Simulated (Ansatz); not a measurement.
Born–Oppenheimer molecular dynamics of BF2H2Si (6 atoms, charge 0, multiplicity 2). It goes on from the last frame of an earlier run, with new velocities.

Theory: UHF/def2-SVP (Ansatz).

```yaml
ensemble: NVT, Langevin thermostat
time_step: 0.5 fs
steps_asked: 100
set_temperature: 700 K
friction: 0.005 /fs
seed: 532681
```

First frame:

```xyz
6
Properties=species:S:1:pos:R:3
B 0.601 0.890 0.333
Si -0.475 -0.679 -0.174
F -2.009 -0.424 -0.585
F -0.051 -1.934 -1.085
H -0.001 1.751 0.983
H 1.730 0.699 0.304
```

Question: How far do the bonds stretch over the last three quarters of this one trajectory? (Pairs bonded in most of those frames.)

Answer: 
| bond | mean (Å) | spread (Å) | shortest | longest |
| --- | --- | --- | --- | --- |
| B1–Si2 | 1.938 | 0.048 | 1.87 | 2.00 |
| B1–H5 | 1.209 | 0.050 | 1.13 | 1.29 |
| B1–H6 | 1.196 | 0.055 | 1.11 | 1.28 |
| Si2–F3 | 1.600 | 0.019 | 1.57 | 1.63 |
| Si2–F4 | 1.600 | 0.047 | 1.52 | 1.67 |

Mean temperature of the second half: 545 K. The mean temperature of the second half is 22 % below the set value. A run of 0.05 ps of so small a system gives no equilibrium averages.

The run took 87 s on 1 thread of Arm Neoverse V1, on a shared host, peak memory 0.13 GiB.
